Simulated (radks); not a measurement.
All-electron atom: Li I in [He] 2s1.

Calculated with a radial shooting solver on a logarithmic mesh with Libxc functionals: scalar-relativistic Kohn-Sham, LDA (Slater exchange, Perdew-Wang correlation), spin-unpolarised, spherical densities, finite nucleus; Fermi nuclear charge, rms radius 2.444 fm; without spin polarisation the odd electron is poorly described.

Energy parts (eV):
| part | energy |
|---|---|
| total | -199.606 |
| kinetic | 196.991 |
| electron-nucleus | -460.249 |
| Hartree | 108.605 |
| exchange-correlation | -44.953 |

Orbitals (lengths in bohr, moments of r in powers of bohr; <r^-3> diverges for s and p1/2):
orbital	occ.	eigenvalue (eV)	<r^-3>
1s	2	-51.1133	-
2s	1	-2.8737	-

The highest occupied level is 2s at -2.874 eV. The density falls to 0.001 e/bohr^3 at r = 4.15 bohr. For comparison, the ionisation energy in NIST's Atomic Spectra Database is 5.392 eV (measured). In exact Kohn-Sham theory the highest level is minus the ionisation energy, but local and semilocal functionals leave it too shallow, through self-interaction and a potential that decays too fast; potentials with the right tail come closer. Summed over all electrons, <r^2> = 19.42 bohr^2, which gives a Langevin (diamagnetic) susceptibility term of -15.4 x 10^-6 cm^3/mol.
